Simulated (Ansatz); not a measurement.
Consider the ligand exchange at the Se–Ge bond: `[GeH3][SeH]` + PH₃ → `P[SeH]` + GeH₄.

Gas-phase electronic energies from Ansatz, PBE0-D4/def2-TZVP geometries. CCSD(T)/CBS adds triple-zeta CCSD(T) − MP2 to the extrapolated MP2 energy (def2 sets, frozen cores). This one scheme is used for every species. DFT in def2-TZVPP. For Ge, Se outer-core shells are correlated without core-valence functions, which leaves a few kJ/mol of doubt a bond. Scalar relativity is left out up to krypton.

`[GeH3][SeH]`:

Z-matrix (Å, degrees):
```
Ge
Se 1 2.357
H 1 1.536 2 110.4
H 1 1.536 2 110.4 3 121.8
H 1 1.533 2 104.9 3 -119.1
H 2 1.469 1 93.0 3 -60.2
```

PH₃:

Z-matrix (Å, degrees):
```
P
H 1 1.420
H 1 1.420 2 93.1
H 1 1.420 2 93.1 3 93.3
```

`P[SeH]`:

Z-matrix (Å, degrees):
```
P
Se 1 2.263
H 1 1.419 2 96.7
H 1 1.419 2 96.7 3 -93.8
H 2 1.468 1 92.8 3 -133.1
```

GeH₄:

```xyz
5

Ge    0.000    0.000    0.000
H    -1.158    0.889    0.470
H     0.030   -0.032   -1.533
H    -0.197   -1.423    0.537
H     1.326    0.566    0.525
```

| species | PBE0 energy (Eh) |
| --- | --- |
| `[GeH3][SeH]` | -4480.42618 |
| PH₃ | -343.01685 |
| `P[SeH]` | -2744.30934 |
| GeH₄ | -2079.11932 |

Question: Work out ΔE.

Answer: ΔE = (-2744.30934) + (-2079.11932) − (-4480.42618) − (-343.01685) = 0.01437 Eh = +37.7 kJ/mol. CCSD(T)/CBS gives +39.3 kJ/mol.

Question: What do rigid-rotor, harmonic-oscillator terms from PBE0-D4/def2-TZVP frequencies (298.15 K, 1 bar) make of the CCSD(T)/CBS value? (Best estimate.)

Answer: Computed: ΔZPE = +0.6 kJ/mol, ΔH = +38.9 kJ/mol, ΔS = -13 J/(mol·K), ΔG = +42.8 kJ/mol.

Largest T1 diagnostic among the species: 0.013.

From BLYP to BHLYP (50 % exact exchange), in def2-TZVPP and without D4, ΔE moves by +5.4 kJ/mol. At CCSD(T), def2-SVP lies +7.1 kJ/mol from the extrapolated value and def2-TZVPP +3.5 kJ/mol. Leaving LDA and LC-ωPBE aside and taking each functional with its dispersion term where it has one, the values, not all of them listed here, spread over 8.8 kJ/mol, from revPBE-D4 to BHLYP-D4.
